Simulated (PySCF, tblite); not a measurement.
Bond stretch in CH5Al, SMILES [AlH2][CH3]. The C1–Al5 bond (C1 also carries H, H, H; Al5 carries H, H) is varied alone, starting from the PBE0/def2-TZVP optimised geometry.

Levels: UKS-BP86/6-31G* = unrestricted BP86/6-31G*, spherical d (PySCF 2.14.0); RHF/def2-TZVP (PySCF); GFN2-xTB, 300 K electronic temperature (tblite); RHF/LANL2DZ = restricted Hartree-Fock/LANL2DZ, with its core potentials past Ne (PySCF 2.14.0).

Energies are in kcal/mol, each relative to the lowest point of its own curve near equilibrium.

```
R / Å  UKS-BP86/6-31G*    RHF  GFN2-xTB  RHF/LANL2DZ
-----  ---------------  -----  --------  -----------
1.46              94.5   97.4     132.1        103.6
1.57              48.1   49.1      63.3         53.7
1.68              21.2   21.2      26.8         24.2
1.77               8.8    8.5      11.1         10.3
1.83               4.0    3.6       5.1          4.7
1.91               0.6      …       0.9          0.8
1.95               0.0    0.0       0.1          0.0
2.02               0.2    0.6       0.0          0.1
2.06               0.9      …         …            …
2.15               3.7    5.0         …          3.9
2.26               8.7   11.0       8.0          9.5
2.43              18.3   22.4      17.3         20.5
2.60              28.6   34.8      27.6         32.8
2.96              49.5   60.7      49.6         58.6
3.22              62.5   77.5      64.1         75.6
3.55              75.6   96.1      79.3         94.5
3.91              83.2  113.0      91.6        111.8
4.34              87.3  129.2     101.0        128.3
4.73                 …  140.8     105.9        140.1
5.24              89.7  152.6         —        151.9
5.80              90.0  162.3         —        161.4
```

### Question
Complete the blanks.

### Answer

- 1.91, RHF: 0.5
- 2.06, RHF: 1.5
- 2.06, GFN2-xTB: 0.6
- 2.06, RHF/LANL2DZ: 0.8
- 2.15, GFN2-xTB: 3.2
- 4.73, UKS-BP86/6-31G*: 88.9

A dash means that the run gave no value there, or that the column was ended at a point which the program doubted or which failed a test of continuity chosen for this set; such a test can also cut sound points.

The unrestricted determinant behind UKS-BP86/6-31G* is spin-contaminated at 3.55 to 5.80 Å (<S²> up to 1.0, against 0.00 for a pure singlet). The restricted form behind RHF, RHF/LANL2DZ keeps the bonding electrons paired and can't separate into open-shell fragments.
